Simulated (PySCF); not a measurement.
# From computed data to an observable: entropy of an ideal gas

Al(Cl)(OH)(SH) (AlClH2OS), SMILES [OH][Al]([SH])[Cl].

Geometry optimised at B3LYP-D3(BJ)/def2-SVP. One conformer was computed; it need not be the lowest.

B3LYP-D3(BJ)/def2-SVP run with PySCF 2.14.0 gives the harmonic wavenumbers 134, 194, 216, 253, 325, 415, 538, 618, 663, 905, 2664, 3924 cm⁻¹ and the rotational temperatures 0.2155, 0.1023, 0.0694 K. The molar mass is 112.51 g/mol, the symmetry number 1, the spin multiplicity 1.

Task: Work out the entropy at 298.15 K and 1 atm in the rigid-rotor, harmonic-oscillator model.

Result: 
Translation (Sackur–Tetrode at 1 atm): S = R[1.5 ln M + 2.5 ln T − 1.16487] = 167.7 J/(mol K).
Rotation: q = (√π/σ) T^1.5/√(θA θB θC) = 233000, S = R[ln q + 3/2] = 115.2 J/(mol K).
Vibration: with u = 1.4388 ν/T, each mode gives R[u/(e^u − 1) − ln(1 − e^−u)]:
```json
[
 {"ν (cm⁻¹)": "134", "modes": "1", "u": "0.65", "S (J/(mol K))": "12.08"},
 {"ν (cm⁻¹)": "194", "modes": "1", "u": "0.94", "S (J/(mol K))": "9.16"},
 {"ν (cm⁻¹)": "216", "modes": "1", "u": "1.04", "S (J/(mol K))": "8.34"},
 {"ν (cm⁻¹)": "253", "modes": "1", "u": "1.22", "S (J/(mol K))": "7.15"},
 {"ν (cm⁻¹)": "325", "modes": "1", "u": "1.57", "S (J/(mol K))": "5.38"},
 {"ν (cm⁻¹)": "415", "modes": "1", "u": "2.00", "S (J/(mol K))": "3.80"},
 {"ν (cm⁻¹)": "538", "modes": "1", "u": "2.60", "S (J/(mol K))": "2.38"},
 {"ν (cm⁻¹)": "618", "modes": "1", "u": "2.98", "S (J/(mol K))": "1.76"},
 {"ν (cm⁻¹)": "663", "modes": "1", "u": "3.20", "S (J/(mol K))": "1.48"},
 {"ν (cm⁻¹)": "905", "modes": "1", "u": "4.37", "S (J/(mol K))": "0.57"}
]
```
The stiffer modes add less than 0.005 each. Sum 52.1 J/(mol K).
Spin: R ln 1 = 0.0 J/(mol K).
Total 335.0 J/(mol K); the program's own thermochemistry gives 335.0. Translation makes up 50 % and vibration 16 %. Anharmonicity, hindered rotation and orbital degeneracy are left out.
